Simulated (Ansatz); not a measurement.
Ag₂S, relaxed as a singlet with RKS PBE-D4/def2-TZVP in Ansatz, starting from the GFN2-xTB geometry. Force threshold 0.02 eV/Å.

In the def2 sets Ag takes a core potential; there is no spin–orbit coupling. The relaxation made no stability test and no search for a lower SCF solution. The structure comes from a short search, and lower isomers may exist.

Start:

```xyz
3

Ag    0.757   -1.129   -0.664
Ag    0.328    1.462    0.201
S    -1.085   -0.333    0.464
```

Q: Estimate the energy that the relaxation releases and the steps that it takes.

A: 0.03 eV, in 3 steps; 1.8 s on 4 threads of Arm Neoverse V2 on a shared host. No frequencies were taken in this run, so the end may be a saddle point.

Q: Does the start keep its bonding and symmetry?

A: By distances, no bond broke or formed. The bond that changes most is Ag1–S3, from 2.30 to 2.30 Å (atoms count from 1). Point group C2v at the start, C2v at the end, both within 0.05 Å.

Q: Predict the relaxed structure.

A: 
```xyz
3

Ag    0.7476   -1.2379   -0.6870
Ag    0.2857    1.5561    0.2456
S    -1.0334   -0.3182    0.4414
```
Bond lengths (bridged metal pairs left out): 2 × Ag–S 2.30 Å.
